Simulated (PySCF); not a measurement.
Species: C₅H₇FO₃.
SMILES: `CO/C(F)=C/OC(C)=O`

Vertical excitations from PySCF (density fitting, frozen core in the response, grid level 2 and gas phase unless stated; continuum runs use non-equilibrium linear response for the excitations) on a GFN2-xTB geometry. Reference run:

| settings | S1, eV (f) | S2, eV (f) | S3, eV (f) | S4, eV (f) | S5, eV (f) | S6, eV (f) | T1, eV (Tamm–Dancoff) | mean α (au) |
| --- | --- | --- | --- | --- | --- | --- | --- | --- |
| PBE0/def2-SVPD, full TDDFT, 6 singlets | 5.55 (0.329) | 5.68 (0.017) | 5.92 (0.001) | 6.44 (0.000) | 6.70 (0.001) | 7.07 (0.292) | 4.03 | 79.0 |

Question: What do these settings give: (1) CAM-B3LYP/6-311G**, IEF-PCM dimethylsulfoxide, damping 0.2 at the start, DIIS from the seventh cycle, full TDDFT, 3 singlets; (2) wB97X-D/def2-SVPD, IEF-PCM tetrahydrofuran, fitting basis def2-universal-jkfit, full TDDFT, 3 singlets?

Answer: 
| settings | S1, eV (f) | S2, eV (f) | S3, eV (f) | S4, eV (f) | S5, eV (f) | S6, eV (f) | T1, eV (Tamm–Dancoff) | mean α (au) |
| --- | --- | --- | --- | --- | --- | --- | --- | --- |
| CAM-B3LYP/6-311G**, IEF-PCM dimethylsulfoxide, damping 0.2 at the start, DIIS from the seventh cycle, full TDDFT, 3 singlets | 6.03 (0.511) | 6.13 (0.002) | 6.78 (0.017) | – | – | – | 4.17 | 84.1 |
| wB97X-D/def2-SVPD, IEF-PCM tetrahydrofuran, fitting basis def2-universal-jkfit, full TDDFT, 3 singlets | 5.91 (0.537) | 6.09 (0.030) | 6.11 (0.000) | – | – | – | 4.20 | 95.2 |

(1) S1 moves by +0.48 eV; functional, basis and environment change together, so the shift can't be laid on one. (2) S1 moves by +0.36 eV; functional and environment change together, so the shift can't be laid on one. States are counted by energy in each run and needn't keep their character from row to row.

All basis functions are spherical, in the Pople sets too.

Question: Give the leading configurations of S1 (H = HOMO, L = LUMO) and the HOMO–LUMO gap of each run.

Answer: 
| settings | S1 configurations (weight) | S1 (eV) | orbital gap (eV) | S1 − gap (eV) |
| --- | --- | --- | --- | --- |
| PBE0/def2-SVPD, full TDDFT, 6 singlets | H→L 0.96 | 5.55 | 6.30 | -0.75 |
| CAM-B3LYP/6-311G**, IEF-PCM dimethylsulfoxide, damping 0.2 at the start, DIIS from the seventh cycle, full TDDFT, 3 singlets | H→L 0.98 | 6.03 | 8.87 | -2.84 |
| wB97X-D/def2-SVPD, IEF-PCM tetrahydrofuran, fitting basis def2-universal-jkfit, full TDDFT, 3 singlets | H→L 0.97 | 5.91 | 9.90 | -3.99 |

One conformer (not necessarily the lowest) at the GFN2-xTB geometry, without vibrations or thermal averaging.

Shape of the structure used: `[CH3:1][O:2]/[C:3]([F:4])=[CH:5]/[O:6][C:7]([CH3:8])=[O:9]`: C1–O2–C3–F4 0°, C3–C5–O6–C7 180°, C5–O6–C7–C8 180°.
